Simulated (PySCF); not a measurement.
Geometry:
| atom | x (Å) | y (Å) | z (Å) |
| --- | --- | --- | --- |
| O1 | 2.795 | 0.836 | 0.138 |
| C2 | 2.071 | -0.104 | -0.072 |
| C3 | 0.623 | -0.059 | -0.030 |
| C4 | -0.251 | 0.972 | 0.236 |
| C5 | -1.552 | 0.443 | 0.137 |
| C6 | -1.361 | -0.871 | -0.183 |
| F7 | -2.243 | -1.830 | -0.394 |
| O8 | -0.082 | -1.199 | -0.289 |
| H9 | 2.464 | -1.107 | -0.320 |
| H10 | 0.027 | 1.979 | 0.472 |
| H11 | -2.487 | 0.943 | 0.277 |

Computed data (PySCF 2.14): shieldings: GIAO PBE0/pcSseg-1, geometry: GFN2-xTB. Relativity neglected, one computed conformer, no solvent model.

Shifts are taken against calculated references (same method and geometry level): $^{13}$C, $^{1}$H against TMS; H2O for $^{17}$O; CFCl3 for $^{19}$F.

```json
{"atoms": "F7", "nucleus": "$^{19}$F", "count": "1", "Hirshfeld charge": "-0.05", "δ (ppm)": "?"}
{"atoms": "H9", "nucleus": "$^{1}$H", "count": "1", "Hirshfeld charge": "0.04", "δ (ppm)": "9.76"}
{"atoms": "C6", "nucleus": "$^{13}$C", "count": "1", "Hirshfeld charge": "0.17", "δ (ppm)": "169.8"}
{"atoms": "H11", "nucleus": "$^{1}$H", "count": "1", "Hirshfeld charge": "0.07", "δ (ppm)": "6.07"}
{"atoms": "O1", "nucleus": "$^{17}$O", "count": "1", "Hirshfeld charge": "-0.24", "δ (ppm)": "?"}
{"atoms": "C5", "nucleus": "$^{13}$C", "count": "1", "Hirshfeld charge": "-0.09", "δ (ppm)": "94.9"}
{"atoms": "C2", "nucleus": "$^{13}$C", "count": "1", "Hirshfeld charge": "0.10", "δ (ppm)": "180.2"}
{"atoms": "C4", "nucleus": "$^{13}$C", "count": "1", "Hirshfeld charge": "-0.05", "δ (ppm)": "?"}
{"atoms": "C3", "nucleus": "$^{13}$C", "count": "1", "Hirshfeld charge": "0.03", "δ (ppm)": "149.9"}
{"atoms": "H10", "nucleus": "$^{1}$H", "count": "1", "Hirshfeld charge": "0.07", "δ (ppm)": "7.66"}
{"atoms": "O8", "nucleus": "$^{17}$O", "count": "1", "Hirshfeld charge": "-0.06", "δ (ppm)": "287.3"}
```

Estimate the values marked ?.

## Answers


- C4: 126.4 ppm, aromatic CH; the aromatic region
- O1: 625.9 ppm, aldehyde oxygen
- F7: -105.4 ppm, aryl fluorine

Shifts are as computed. Against solution values, carbons near 30 ppm lie about +3 ppm off and those near 130 ppm about +5 ppm. Of 1211 compounds with measured shifts, 218 miss one by over three times the rms of a fit or turn the order of signals round; such compounds aren't used in these exercises. Unscaled 19F shifts against computed CFCl3 carry errors that often reach 10 to 50 ppm. Unscaled 17O shifts of doubly bonded oxygen tend to come out too high, by tens of ppm or more. Experimental scales use liquid or dissolved standards, which lie at an offset from isolated H2O (liquid H2O: subtract about 36 ppm).
